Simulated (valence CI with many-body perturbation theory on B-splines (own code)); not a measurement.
## Questions on W60+

Computed by valence CI with perturbative core correlation (CI+MBPT): four valence electrons over a frozen Dirac-Fock core [Ne], radial functions for each j: 11 s, 11 p, 10 d, 8 f, 5 g, 2 h, with the one-electron correlation potential Σ1 (screened to all orders), the two-electron term Σ2, the three-electron term Σ3, Breit, model QED; selected single and double excitations, second order for the rest, scaled by the run's own slope (own B-spline code, finite nucleus).

The last digits are not significant, and no measured levels were compared; by estimate large intervals hold to a few tenths of a per cent, small ones and those within an open d or f shell to about a per cent. Among the levels kept, up to 580 cm⁻¹ of a level comes from second order outside the variational space, and about a tenth of that is noise between levels of different J, which matters for small intervals.

Levels are named by their leading jj configuration (3d3/2^4 stands for four electrons in 3d with j = 3/2), which in mixed levels can hold well under half, so a name can repeat and another be missing.

Rates and lifetimes use the calculated energies. Strong lines usually hold to 10 to 20 %, long lifetimes can be off by a factor of two.

(1) What is the ground level?

(2) Where does the other parity begin?

(3) Name the longest-lived excited levels whose lifetime is computed, and their main decay.

(4) How well does LS coupling describe the low levels?

(5) What is the ionisation energy?

## Answers

(1) (3s^2 3p1/2^2) J=0, composition 69 % 3s2 3p2 3P + 31 % 3s2 3p2 1S.

(2) At (3s 3p1/2^2 3p3/2) J=2, 37.96 Ry.

(3) (3s^2 3p1/2 3p3/2) J=2 at 26.25 Ry lives 219 ns, mostly by E2 to (3s^2 3p1/2^2) J=0; (3s^2 3p1/2 3p3/2) J=1 at 25.56 Ry lives 3.76 ns, mostly by M1 to (3s^2 3p1/2^2) J=0; (3s^2 3p3/2 3d5/2) J=4 at 74.24 Ry lives 2.30 ns, mostly by M1 to (3s^2 3p1/2 3d5/2) J=3.

(4) Among the lowest 20 levels the leading LS term, summed over configurations, holds 58 % on average. For single configurations the figures are 55 % in LS and 94 % in jj coupling. Terms mix most in the J = 2 level at 62.52 Ry, where the leading one holds 28 %.

(5) 6586.7 eV; NIST lists 6596 ± 7 eV (semi-empirical).
